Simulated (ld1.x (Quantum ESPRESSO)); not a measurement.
## Reading a pseudo-wave (P (Z = 15))

Columns: radius, all-electron u(r) and pseudo u(r) of the 3s shell (level -14.38 eV) of phosphorus in the configuration [Ne] 3s1.5 3p3.5; LDA (PZ), scalar-relativistic, TM semilocal scheme, ld1.x (Quantum ESPRESSO) 7.5.

```csv
r (bohr),all-electron,pseudo
0.075,0.1816,0.0222
0.150,-0.0380,0.0450
0.225,-0.2506,0.0694
0.300,-0.3637,0.0960
0.375,-0.3794,0.1258
0.450,-0.3236,0.1594
0.525,-0.2230,0.1977
0.600,-0.0987,0.2414
0.675,0.0340,0.2907
0.750,0.1648,0.3456
0.825,0.2872,0.4051
0.900,0.3973,0.4677
0.975,0.4933,0.5310
1.050,0.5746,0.5922
1.125,0.6414,0.6483
1.200,0.6945,0.6965
1.275,0.7349,0.7353
1.350,0.7638,0.7638
1.425,0.7826,0.7826
1.500,0.7924,0.7924
1.575,0.7946,0.7946
1.650,0.7901,0.7901
1.725,0.7802,0.7802
1.800,0.7658,0.7658
1.875,0.7477,0.7477
1.950,0.7268,0.7268
```

How many radial nodes do the two functions have?

The all-electron 3s function has n − l − 1 = 2; the pseudo-wave has 0, since the states of the same l below it are removed with the core.

At about which radius was the pseudo-wave matched?

1.50 bohr. The columns agree to 0.0005 from 1.27 bohr on; several derivatives are matched, so the curves merge somewhat inside the radius.

Where does each function peak?

Outermost all-electron maximum near 1.57 bohr, pseudo maximum near 1.57 bohr (to the table’s step).

Is the pseudo-wave norm-conserving?

Yes: the TM semilocal scheme keeps the norm inside the radius equal to the all-electron one, which fixes the energy derivative of the logarithmic derivative at the level.
